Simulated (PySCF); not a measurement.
1,2-dihydrosiline (C5H8Si), SMILES C1C[SiH2]C=CC=1.

The structure is a stationary point at B3LYP-D3(BJ)/def2-SVP. Other conformers were not sampled.

Two levels are set side by side: PBE/def2-TZVP (PySCF) and ωB97X/def2-TZVP (PySCF). Same geometry, gas phase. Differences are taken from unrounded values.

```csv
quantity,ωB97X
orbital gap (eV),9.50
highest occupied level (eV),-8.71
lowest empty level (eV),0.79
dipole moment (D),0.75
mean polarisability (bohr³),81.0
```

**Question.** What does PBE give, and how far is it from ωB97X? (The exact figures need the calculation; the answer reports its results.)

**Answer.** 
```tsv
quantity	PBE	PBE minus ωB97X
orbital gap (eV)	3.32	-6.18
highest occupied level (eV)	-5.53	3.18
lowest empty level (eV)	-2.21	-3.01
dipole moment (D)	0.81	0.06
mean polarisability (bohr³)	84.3	3.3
```

PBE's occupied levels lie high since its potential decays too fast outside the molecule; exact exchange lowers them and widens the gap. PBE's more diffuse valence density responds more strongly to a field. Differences between two approximate levels are no errors against the true value.

Rough cost on one machine, each run with all the roots and properties that it gave: ωB97X against PBE within a factor of 2.
